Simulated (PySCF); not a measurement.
Work out the structure from these simulated measurements.

Formula: C4H8SSi2.

- UV, first state: lowest singlet excitation: 5.59 eV (222 nm, f = 0.004) [TDDFT CAM-B3LYP/def2-SVPD]
- Rotational structure: rotational constants A, B, C: 1.916, 0.669, 0.530 GHz [GFN2-xTB]
- Dipole: 2.07 D [CAM-B3LYP/def2-SVPD]
- UV, strongest line: among the 8 lowest singlet transitions: S8 at 6.92 eV (179 nm, f = 0.091) [TDDFT CAM-B3LYP/def2-SVPD]
- Triplet: lowest triplet excitation (Tamm–Dancoff): 4.31 eV [TDA CAM-B3LYP/def2-SVPD]
- 1H NMR: chemical shifts (computed TMS as zero) by class: 6.51 (1 H), 6.47 (1 H), 6.30 (1 H), 5.15 (1 H), 4.26 (3 H), 0.44 (1 H) ppm [GIAO PBE0/pcSseg-1]
- NMR, other nuclei: isotropic shieldings of nuclei other than C and H, by class: 388 (1 Si), 448 (1 Si), 707 (1 S) ppm [GIAO PBE0/pcSseg-1]
- Polarisability: 122.4 au [CAM-B3LYP/def2-SVPD]
- 13C NMR: chemical shifts (computed TMS as zero) by class: 145.1 (1 C), 141.9 (1 C), 117.1 (1 C), 115.7 (1 C) ppm [GIAO PBE0/pcSseg-1]

Gas-phase values; electronic properties from PySCF, density fitting. Levels stand in brackets. The structure is a single GFN2-xTB conformer in the gas phase; no vibrational or solvent corrections. GFN2-xTB frequencies show an imaginary mode (26i cm⁻¹), so this geometry is no minimum at that level. Each NMR value is the plain mean over a class of atoms that symmetry, rotation or inversion makes alike.

**Question.** Propose a structure and show how it fits.

**Answer.** Numbering: `[CH2:1]=[CH:2][Si@@H:3]([SH:4])[C:5]#[C:6][SiH3:7]`. Its formula, C4H8SSi2, gives 3 degrees of unsaturation: 0 rings and 3 π bonds in the structure found. 4 carbons fall into 4 classes; from least to most shielded: terminal =CH2 carbon [C1] (145.1 ppm), alkene CH carbon [C2] (141.9 ppm), alkyne carbon [C5] (117.1 ppm), alkyne carbon [C6] (115.7 ppm). Hydrogen classes from least to most shielded: 1 H on a terminal =CH2 carbon, C1 (6.51 ppm), 1 H on a terminal =CH2 carbon, C1 (6.47 ppm), 1 H on an alkene CH carbon, C2 (6.30 ppm), 1 H on an SiH silicon, Si3 (5.15 ppm), 3 H on an SiH3 silicon, Si7 (4.26 ppm), 1 H on a sulfur bonded to Si and H, S4 (0.44 ppm). The other shieldings belong to: 388 ppm, SiH silicon [Si3]; 448 ppm, SiH3 silicon [Si7]; 707 ppm, sulfur bonded to Si and H [S4]. The optimised geometry has point group C1 and is an asymmetric top. Structure: `C=C[Si@@H](S)C#C[SiH3]`. Computed isomers that give other values at the same levels: `[SiH3]S[SiH]1C=CC=C1` (13C chemical shifts (computed TMS as zero) by class: 155.4 (2 C), 135.8 (2 C) ppm); `C=C1C=C(S[SiH3])[SiH2]1` (13C chemical shifts (computed TMS as zero) by class: 160.7 (1 C), 159.4 (1 C), 152.3 (1 C), 117.2 (1 C) ppm); `[SiH3][SiH2]c1cccs1` (rotational constant A: 3.075 GHz; this holds for the one conformer computed). The assignments are read from this structure; whether some other isomer fits the data as well wasn't checked. The mirror image fits equally.

Shape of the structure used: `[CH2:1]=[CH:2][Si@@H:3]([SH:4])[C:5]#[C:6][SiH3:7]`: C1–C2–Si3–S4 -130°, H–S4–Si3–C2 58°.
